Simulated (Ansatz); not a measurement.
System: sum formula WOF₂ (charge 0, triplet). The spin state was set by rule; other spins were not relaxed. 
Geometry from a B3LYP-D3(BJ)/def2-TZVP (Ansatz, a quantum-chemistry and plane-wave program) optimisation:
```
W
O 1 1.6928
F 1 1.8928 2 121.40
F 1 1.8928 2 121.40 3 -180.00
```
Charge 0, spin multiplicity 3.

Property: atomisation energy (electronic, to ground-state atoms), in eV. Cores are frozen in the correlated levels unless marked. UHF or UKS for open shells. No spin-orbit coupling. Frozen are the shells of the preceding noble gas and the d and f shells that filled before the atom's block. Past Kr the def2 sets carry scalar-relativistic core potentials. The coupled-cluster limit lacks core correlation, which all-electron functionals hold. Basis-set limits of correlation are two-point, X^-3; Hartree-Fock from the larger set. The bracket is a focal-point correction in the basis named.

The UHF reference is spin-contaminated (<S^2> 0.12 over the pure value in the largest basis). 

| level | program | atomisation energy (eV) |
|---|---|---|
| HSE06/def2-TZVPD | Ansatz | 18.73 |
| wB97M-V/def2-TZVPD | Ansatz | [?] |
| B2GP-PLYP/def2-TZVPD | Ansatz | [?] |
| RI-MP2/CBS(def2-TZVPP,def2-QZVPP)+[CCSD(T)-MP2]/def2-TZVPP | Ansatz | 19.15 |

What belongs in the gaps?


- wB97M-V/def2-TZVPD, atomisation energy (eV): 18.72
- B2GP-PLYP/def2-TZVPD, atomisation energy (eV): 19.00
